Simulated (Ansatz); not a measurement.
Species: [Al(F)3(O(CH3)2)] (charge 0, multiplicity 1).

Task: Give a relaxed geometry from B3LYP-D3(BJ)/def2-SVP (Ansatz, an electronic-structure program).

Result: Several could match; the one computed here: the end point of this relaxation, one of several conformers.
Cartesian coordinates (Å) in one orientation:
```xyz
13

Al    -0.055    -0.040    -0.065
F     -0.850    -1.010     1.040
F     -1.010     1.062    -0.873
F      1.216    -0.673    -0.947
C      0.363     1.463     2.400
O      0.944     1.042     1.157
C      2.106     1.757     0.713
H     -0.032     2.486     2.305
H     -0.442     0.751     2.615
H      1.129     1.419     3.189
H      2.455     1.239    -0.188
H      2.877     1.716     1.497
H      1.843     2.803     0.487
```
